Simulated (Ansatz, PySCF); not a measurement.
2,2-difluoro-1-silylethanone (C2H4F2OSi), SMILES [SiH3]C(=O)C(F)F. Atoms are numbered in the order given.

```xyz
10

O     -1.8739     0.4862     0.0000
C     -0.6963     0.2330     0.0000
Si     0.6339     1.6544     0.0000
C     -0.2147    -1.2190     0.0000
F      0.5533    -1.4053    -1.0924
F      0.5533    -1.4053     1.0924
H      0.3764     2.4669     1.2220
H      2.0267     1.1294     0.0000
H      0.3764     2.4669    -1.2220
H     -1.0535    -1.9360     0.0000
```

Geometry: PBE0-D3(BJ)/def2-SVP. The values are those of a single conformer.

Two levels are set side by side: PBE-D3(BJ)/def2-SVP (Ansatz, a program for electronic structure) and PBE0-D3(BJ)/def2-SVP (Ansatz). Each level has its own optimised geometry; the coordinates shown are those of the second. Frequencies come from the Hessian of PySCF at each geometry. Differences are taken from unrounded values.

```json
[
 {"quantity": "mean bond length (Å)", "PBE0-D3(BJ)": "1.439"},
 {"quantity": "bond O1–C2 (Å)", "PBE0-D3(BJ)": "1.204"},
 {"quantity": "bond C2–Si3 (Å)", "PBE0-D3(BJ)": "1.947"},
 {"quantity": "bond C2–C4 (Å)", "PBE0-D3(BJ)": "1.530"},
 {"quantity": "bond C4–F5 (Å)", "PBE0-D3(BJ)": "1.348"},
 {"quantity": "bond C4–F6 (Å)", "PBE0-D3(BJ)": "1.348"},
 {"quantity": "bond Si3–H7 (Å)", "PBE0-D3(BJ)": "1.490"},
 {"quantity": "bond Si3–H8 (Å)", "PBE0-D3(BJ)": "1.489"},
 {"quantity": "bond Si3–H9 (Å)", "PBE0-D3(BJ)": "1.490"},
 {"quantity": "bond C4–H10 (Å)", "PBE0-D3(BJ)": "1.103"},
 {"quantity": "highest harmonic wavenumber (cm⁻¹)", "PBE0-D3(BJ)": "3115"},
 {"quantity": "mean harmonic wavenumber (cm⁻¹)", "PBE0-D3(BJ)": "1042"},
 {"quantity": "zero-point energy (kcal/mol)", "PBE0-D3(BJ)": "35.77"}
]
```

**Question.** What does PBE-D3(BJ) give, and how far is it from PBE0-D3(BJ)? (An estimate is asked for; the answer gives what the named calculation found.)

**Answer.** 
| quantity | PBE-D3(BJ) | PBE-D3(BJ) minus PBE0-D3(BJ) |
|---|---|---|
| mean bond length (Å) | 1.452 | 0.013 |
| bond O1–C2 (Å) | 1.217 | 0.013 |
| bond C2–Si3 (Å) | 1.960 | 0.013 |
| bond C2–C4 (Å) | 1.541 | 0.011 |
| bond C4–F5 (Å) | 1.366 | 0.017 |
| bond C4–F6 (Å) | 1.366 | 0.017 |
| bond Si3–H7 (Å) | 1.501 | 0.011 |
| bond Si3–H8 (Å) | 1.499 | 0.011 |
| bond Si3–H9 (Å) | 1.501 | 0.011 |
| bond C4–H10 (Å) | 1.114 | 0.010 |
| highest harmonic wavenumber (cm⁻¹) | 2999 | -116 |
| mean harmonic wavenumber (cm⁻¹) | 997 | -45 |
| zero-point energy (kcal/mol) | 34.22 | -1.54 |

GGA bonds tend to be longer and softer than those of functionals with exact exchange. Differences between two approximate levels are no errors against the true value.
